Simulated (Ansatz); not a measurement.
`C[OH+][Al-]([F])([F])[F]`. Charge 0, multiplicity 1. All single points use the PBE0-D4/def2-TZVP geometry. It is one conformer, not always the lowest.

```xyz
10

C     0.324   -1.143   -0.740
O    -0.118    0.225   -0.653
Al   -0.148    1.140    1.021
F    -0.827   -0.016    1.993
F    -1.131    2.382    0.545
F     1.455    1.425    1.282
H     0.470   -1.404   -1.787
H    -0.398   -1.804   -0.261
H     1.275   -1.188   -0.213
H    -0.903    0.383   -1.188
```

(1) What is the dipole moment at B3LYP/def2-TZVPP? (Estimate.)

(2) And with PBE, r2SCAN, ωB97M-V? (An estimate is asked.)

(3) Give the Mulliken charges with B3LYP, PBE, ωB97M-V in def2-TZVPP. (Best estimate.)

## Answers

(1) The calculation gave: 6.06 D, with components (-0.37, -3.77, -4.72) D in this frame, pointing from negative to positive charge.

(2) Computed: PBE 5.92 D, r2SCAN 6.02 D, ωB97M-V 6.06 D.

(3) The calculation gave: 
```csv
atom,B3LYP,PBE,ωB97M-V
C1,-0.16,-0.18,-0.20
O2,-0.13,-0.08,-0.12
Al3,0.81,0.66,0.77
F4,-0.39,-0.35,-0.38
F5,-0.39,-0.35,-0.38
F6,-0.38,-0.34,-0.37
H7,0.13,0.13,0.15
H8,0.16,0.15,0.17
H9,0.14,0.14,0.15
H10,0.22,0.22,0.21
```

B3LYP here is the variant with VWN-RPA as its local correlation; programs differ in this.
